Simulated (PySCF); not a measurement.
Species: [Y(H2O)6]3+ (charge +3 and singlet state).
Bonds: Y1–O2, Y1–O5, Y1–O8, Y1–O11, Y1–O14, Y1–O17. Hydrogens: H3, H4 on O2; H6, H7 on O5; H9, H10 on O8; H12, H13 on O11; H15, H16 on O14; H18, H19 on O17.

Method used: PBE0-D3(BJ)/def2-SVP geometry optimisation, gas phase, def2 core potentials past Kr (PySCF 2.14.0).

(1) List the bond lengths and angles at this level.

Results:

(1) 
```csv
bond,length (Å)
Y1–O2 and 5 like bonds,2.316
O2–H3 and 11 like bonds,0.977
```

Bonds in one row agree within 0.01 Å and their mean is given. A selection of angles:
```csv
angle,degrees
O2–Y1–O5,179.6
O2–Y1–O8,90.5
O2–Y1–O11,89.6
Y1–O2–H3,127.9
H3–O2–H4,104.1
```

All 6 O–Y bonds measure 2.314 to 2.317 Å. O2 (oxygen bonded to Y and 2 H) is planar (angles 128.0°, 127.9° and 104.1°, sum 360.0°, 0.00 Å off the plane of its three neighbours). Y1 (yttrium bonded to 6 O) is octahedral (the three widest angles are 179.8°, 179.6° and 179.6°, the others run from 89.4° to 90.8°).

Not checked by PBE0-D3(BJ)/def2-SVP frequencies. No counter-ion or solvent screens the charge of this multiply charged ion.
